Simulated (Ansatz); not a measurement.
`CB(S)CCl` and `CB([SiH3])CCl` differ in one atom or group.

Ansatz, PBE0-D4/def2-TZVP geometries, multiplicity 1. Each molecule was computed in one conformer, which needn't be the lowest.

```tsv
property	`CB(S)CCl`
size of the dipole moment (ωB97M-V/def2-TZVPP) / D	1.71
size of the dipole moment (B3LYP/def2-TZVPP) / D	1.71
LUMO energy (B3LYP/def2-TZVPP) / eV	-0.88
HOMO–LUMO gap (PBE/def2-TZVPP) / eV	5.25
HOMO energy (B3LYP/def2-TZVPP) / eV	-7.83
HOMO energy (PBE0/def2-TZVPP) / eV	-8.08
```

Task: Give the same properties after the change, and the shifts. (Best estimate.)

Result: The calculation gave: 
```
                                          property  `CB([SiH3])CCl`  shift
size of the dipole moment (ωB97M-V/def2-TZVPP) / D             1.90   0.19
  size of the dipole moment (B3LYP/def2-TZVPP) / D             1.89   0.18
               LUMO energy (B3LYP/def2-TZVPP) / eV            -1.32  -0.44
               HOMO–LUMO gap (PBE/def2-TZVPP) / eV             4.52  -0.73
               HOMO energy (B3LYP/def2-TZVPP) / eV            -7.67   0.16
                HOMO energy (PBE0/def2-TZVPP) / eV            -7.85   0.23
```

With PBE0 the HOMO rises by 0.23 eV and the LUMO falls by 0.43 eV, so the gap narrows by about 0.66 eV. PBE moves the HOMO by 0.28 eV and ωB97M-V by 0.28 eV. Dipoles are sizes alone; their direction can turn.

B3LYP here is the variant with VWN-RPA as its local correlation; programs differ in this.
